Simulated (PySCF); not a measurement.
Structure problem from calculated spectra and properties.

Formula: C5H8NPSSi.

* 13C NMR: chemical shifts (computed TMS as zero) by class: 210.8 (1 C), 169.9 (1 C), 166.8 (1 C), 125.2 (1 C), 20.5 (1 C) ppm [GIAO PBE0/pcSseg-1]
* Dipole: 0.94 D [PBE0/pcSseg-1]
* 1H NMR: chemical shifts (computed TMS as zero) by class: 9.30 (1 H), 7.61 (1 H), 4.79 (3 H), 2.55 (3 H) ppm [GIAO PBE0/pcSseg-1]
* NMR, other nuclei: isotropic shieldings of nuclei other than C and H, by class: -115 (1 N), 414 (1 Si), 99 (1 P), 431 (1 S) ppm [GIAO PBE0/pcSseg-1]
* Rotational structure: rotational constants A, B, C: 1.436, 0.768, 0.505 GHz [GFN2-xTB]

Electronic properties: PySCF, gas phase, density fitting. Levels stand in brackets. The structure is a single GFN2-xTB conformer in the gas phase; no vibrational or solvent corrections. NMR classes are plain means over equivalent atoms (diastereotopic ones count apart unless rotation or inversion swaps them), as if these changed places fast.

Task: What is the compound? Reason from the data.

Result: Numbering: `[CH3:1][S:2][c:3]1[cH:4][cH:5][p:6][c:7]([SiH3:8])[n:9]1`. 5 carbons fall into 5 classes; from least to most shielded: substituted aromatic carbon [C7] (210.8 ppm), aromatic CH carbon [C5] (169.9 ppm), substituted aromatic carbon [C3] (166.8 ppm), aromatic CH carbon [C4] (125.2 ppm), S-methyl carbon [C1] (20.5 ppm). Hydrogen classes from least to most shielded: 1 H on an aromatic CH carbon, C5 (9.30 ppm), 1 H on an aromatic CH carbon, C4 (7.61 ppm), 3 H on an SiH3 silicon, Si8 (4.79 ppm), 3 H on an S-methyl carbon, C1 (2.55 ppm, a mean of values up to 0.6 ppm apart in this geometry). The other shieldings belong to: -115 ppm, pyridine-type nitrogen [N9]; 414 ppm, SiH3 silicon [Si8]; 99 ppm, phosphorus bonded to 2 C [P6]; 431 ppm, sulfide sulfur [S2]. The optimised geometry has point group Cs and is an asymmetric top. Structure: `CSC1=NC([SiH3])=PC=C1`. Computed isomers that give other values at the same levels: `CSc1ncc([SiH3])cp1` (13C chemical shifts (computed TMS as zero) by class: 207.8 (1 C), 184.7 (1 C), 156.0 (1 C), 124.1 (1 C), 19.8 (1 C) ppm). The assignments are read from this structure; whether some other isomer fits the data as well wasn't checked.

Conformer computed: `[CH3:1][S:2][c:3]1[cH:4][cH:5][p:6][c:7]([SiH3:8])[n:9]1`: C1–S2–C3–C4 180°.
